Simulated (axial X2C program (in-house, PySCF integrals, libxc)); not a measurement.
# SbF: cheaper levels and CCSD(T), with spin–orbit coupling

All values were computed with an in-house relativistic program for diatomic molecules. Two-component (2c) means X2C with spin–orbit coupling and atomic mean-field two-electron Coulomb and Gaunt terms. Basis: Sb dyall-cv3z [11s12p8d4f1g], F dyall-av3z [7s6p3d2f] (cores contracted in-house); Gaussian nuclei, density fitting, unrestricted open shells. Masses: Sb 120.904 u, F 18.998 u.

State: Ω = 1 (⟨Sz⟩ = 1.00, ⟨Lz⟩ = 0.00 at HF); fragments Sb + F.

```
 level  Re (Å)  ωe (cm⁻¹)  De (eV)
  PBE0   1.923      606.7     4.07
    HF   1.899      644.7     2.18
   MP2   1.926      601.5     4.13
  CCSD   1.918      616.9     3.96
r2SCAN   1.926      603.6     4.23
```

Correlated methods: 22 electrons correlated (number of frozen shells: Sb 4 s, 3 p, 1 d; F 1 s), 256 virtual spin orbitals or spinors in MP2, 110 natural virtuals in coupled cluster.

CCSD(T), same Hamiltonian and basis:

Re = 1.923 Å, ωe = 608.3 cm⁻¹; T1 = 0.015 (Lee–Taylor normalisation).

(1) Give the differences from CCSD(T) in the columns below.

The state is a single determinant with fixed occupations, the lowest that a limited PBE0 search found. Dissociation energies refer to the lowest single-determinant-based atoms at the same level and basis. De is not given where an atomic determinant may have missed its ground term or J level, or where the truncated virtual space spoils (T). Density functionals use the spin component along the axis (collinear). CCSD and (T) use frozen natural virtuals with an MP2 correction for the truncation; (T) itself is uncorrected, so its De runs slightly low. In 2c an atomic determinant is not the ground J level, so De misses part of the atomic spin–orbit lowering. This holds for PBE0, r2SCAN. PBE0 can misorder states that lie within some tenths of an eV, so this need not be the ground state of the molecule. The nearest other 2c determinant of the search, Ω = 0, lies 0.44 eV up at the distance of the search. The functionals have no current-density term, which raises determinants with orbital currents, atoms included. With several unpaired electrons one determinant need not be a pure state. Open-shell Ω = 0 determinants with evenly filled partner blocks cannot be reached by this program, so the Ω shown need not be the lowest component. This is the Ω = 1 component of a π² triplet; the 0⁺ component is not one determinant and can lie lowest.

Results:

(1) 

| level | ΔRe (Å) | Δωe (cm⁻¹) |
| --- | --- | --- |
| PBE0 | 0.000 | -2 |
| HF | -0.024 | 36 |
| MP2 | 0.003 | -7 |
| CCSD | -0.005 | 9 |
| r2SCAN | 0.003 | -5 |
